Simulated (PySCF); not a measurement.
**A series of linear complexes of Different ions with CH3 ligands**

All values are computed with PySCF: state-averaged CASSCF of the d shell with SC-NEVPT2, spin-free X2C, triple-zeta basis on the metal and double-zeta on the ligands, mean-field spin-orbit coupling; DFT geometries.

```csv
complex,point group,M–L / Å,L–M–L / °,solvent
Cr(CH3)2,D3d,2.12,180,none
Mn(CH3)2,D3d,2.08,180,none
Co(CH3)2,D3d,1.99,180,none
Fe(CH3)2,D3d,2.04,180,none
```

Problem. Rank by the spin-orbit constant ζ, lowest first.
A. Cr(CH3)2
B. Co(CH3)2
C. Fe(CH3)2
D. Mn(CH3)2

Solution. A (219 cm⁻¹), D (297 cm⁻¹), C (391 cm⁻¹), B (504 cm⁻¹).

Problem. What are the ground states and moments?

Solution. 
```
 complex  shell  ground state (NEVPT2)  total orbital splitting (CASSCF fit) / cm⁻¹  μeff(300 K) / μB
Cr(CH3)2     d4                   5A1g                                         4848              4.70
Mn(CH3)2     d5                   6A1g                                         5128              5.92
Co(CH3)2     d7                   4A2g                                         4999              6.30
Fe(CH3)2     d6                    5Eg                                         5182              6.26
```

In Co(CH3)2 the next state lies within 300 cm⁻¹ of the lowest, inside the method's error, so which of them is lowest is undecided.
